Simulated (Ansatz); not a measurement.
# Abstraction of H: InH2(OH) + NCO → InH(OH) + HOCN

Species: InH2(OH), singlet; NCO (nco radical) `[N]=C=O`, doublet; InH(OH), doublet; HOCN (cyanic acid) `N#CO`, singlet. A radical takes H: the energy is the difference in strength between the In–H bond broken and the O–H bond made.

Shapes, held fixed at every level: PBE0-D4/def2-TZVP. Flexible molecules stand in one conformer, not always the lowest. Programs: Ansatz 0.2.0. The zero-point and thermal change to 298 K, harmonic and unscaled (PBE0-D4/def2-TZVP), is +11.1 kJ/mol.

Estimate ΔH(298 K) of this reaction.

The highest level, CCSD(T)/def2-TZVPP, gives ΔH(298 K) = -61.2 kJ/mol; the levels span -61.2 to -26.9. The column of differences is taken from that level and isn't an error. No measured value is set beside it here. Spin contamination: NCO (⟨S²⟩ up to 0.84). Open shells run unrestricted unless RO is named. For atoms past krypton def2 sets carry core potentials with scalar relativity. Correlated rows may include outer-core shells of In, which these sets cover unevenly.

| level | kind | ΔH(298 K) (kJ/mol) | less CCSD(T)/def2-TZVPP |
| --- | --- | --- | --- |
| HF/def2-TZVPP | Hartree–Fock | -26.9 | +34.3 |
| PBE-D4/def2-TZVPP | GGA | -57.2 | +4.0 |
| r2SCAN-D4/def2-TZVPP | meta-GGA | -45.3 | +15.9 |
| B3LYP-D4/def2-TZVPP | global hybrid | -55.1 | +6.1 |
| PBE0-D4/def2-TZVPP | global hybrid | -56.9 | +4.3 |
| CCSD(T)/def2-SVP | coupled cluster or CI | -57.6 | +3.6 |
| CCSD/def2-TZVPP | coupled cluster or CI | -60.0 | +1.2 |
| CCSD(T)/def2-TZVPP | coupled cluster or CI | -61.2 | 0.0 |
